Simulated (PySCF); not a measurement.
**Two-component Hartree-Fock for Hg⁴⁷⁺ (mercury, charge +47)**

Start: [Ar] 3d10 4s2 4p3; 4p1/2 filled at m_j = -1/2, +1/2; 4p3/2 filled at m_j = +3/2. Calculated with PySCF 2.14 in an uncontracted even-tempered set (16 s from 6.6 bohr⁻², ratio 2.8; 13 p from 8.5 bohr⁻², ratio 2.8; 8 d from 15 bohr⁻², ratio 2.8; 4 f from 37 bohr⁻², ratio 3): generalised Hartree-Fock with the X2C-1e Hamiltonian and a Gaussian nucleus; one run each with spin-orbit coupling (SO) switched off, then screened by Boettger's factors.

```json
{"spinor shell": "1s1/2", "electrons": "2", "ε, spin-free (eV)": "-86021.4", "ε, screened SO (eV)": "-85982.3", "weight of nominal j (screened SO)": "1.000", "rms radius, screened SO (bohr)": "0.0187"}
{"spinor shell": "2s1/2", "electrons": "2", "ε, spin-free (eV)": "-17388.9", "ε, screened SO (eV)": "-17374.1", "weight of nominal j (screened SO)": "1.000", "rms radius, screened SO (bohr)": "0.0754"}
{"spinor shell": "2p1/2", "electrons": "2", "ε, spin-free (eV)": "-15345.3", "ε, screened SO (eV)": "-16751.9", "weight of nominal j (screened SO)": "1.000", "rms radius, screened SO (bohr)": "0.0638"}
{"spinor shell": "2p3/2", "electrons": "4", "ε, spin-free (eV)": "-15345.3", "ε, screened SO (eV)": "-14790.7", "weight of nominal j (screened SO)": "1.000", "rms radius, screened SO (bohr)": "0.0719"}
{"spinor shell": "3s1/2", "electrons": "2", "ε, spin-free (eV)": "-5930.1", "ε, screened SO (eV)": "-5923.2", "weight of nominal j (screened SO)": "1.000", "rms radius, screened SO (bohr)": "0.191"}
{"spinor shell": "3p1/2", "electrons": "2", "ε, spin-free (eV)": "-5325.1", "ε, screened SO (eV)": "-5652.2", "weight of nominal j (screened SO)": "1.000", "rms radius, screened SO (bohr)": "0.182"}
{"spinor shell": "3p3/2", "electrons": "4", "ε, spin-free (eV)": "-5325.1", "ε, screened SO (eV)": "-5189.8", "weight of nominal j (screened SO)": "1.000", "rms radius, screened SO (bohr)": "0.197"}
{"spinor shell": "3d3/2", "electrons": "4", "ε, spin-free (eV)": "-4702.6", "ε, screened SO (eV)": "-4757.2", "weight of nominal j (screened SO)": "1.000", "rms radius, screened SO (bohr)": "0.171"}
{"spinor shell": "3d5/2", "electrons": "6", "ε, spin-free (eV)": "-4702.6", "ε, screened SO (eV)": "-4658.0", "weight of nominal j (screened SO)": "1.000", "rms radius, screened SO (bohr)": "0.175"}
{"spinor shell": "4s1/2", "electrons": "2", "ε, spin-free (eV)": "-2784.7", "ε, screened SO (eV)": "-2782.2", "weight of nominal j (screened SO)": "1.000", "rms radius, screened SO (bohr)": "0.399"}
{"spinor shell": "4p1/2", "electrons": "2", "ε, spin-free (eV)": "-2582.5", "ε, screened SO (eV)": "-2675.9", "weight of nominal j (screened SO)": "1.000", "rms radius, screened SO (bohr)": "0.389"}
{"spinor shell": "4p3/2", "electrons": "1", "ε, spin-free (eV)": "-2582.5", "ε, screened SO (eV)": "-2532.7", "weight of nominal j (screened SO)": "1.000", "rms radius, screened SO (bohr)": "0.409"}
```

| quantity | spin-free | screened SO |
| --- | --- | --- |
| E (hartree) | -18044.02601 | -18080.43304 |
| M_J | 3/2 | 3/2 |
| ⟨J²⟩ | 3.750 | 3.751 |
| ⟨L²⟩ | 0.000 | 2.611 |
| ⟨S²⟩ | 3.750 | 1.553 |

Each row is a mean over spinors that exchange with the open shell spreads, by up to 15.264 eV (4s1/2).

Breit and QED terms are absent; they matter most for the inner s and p1/2 levels.

Densities and radii are taken from the X2C orbitals without a picture-change correction, which distorts them close to the nucleus.

Without spin-orbit coupling the j labels of p, d and f shells carry no meaning; the spin-free column gives the mean over the occupied spinors of each nl shell.
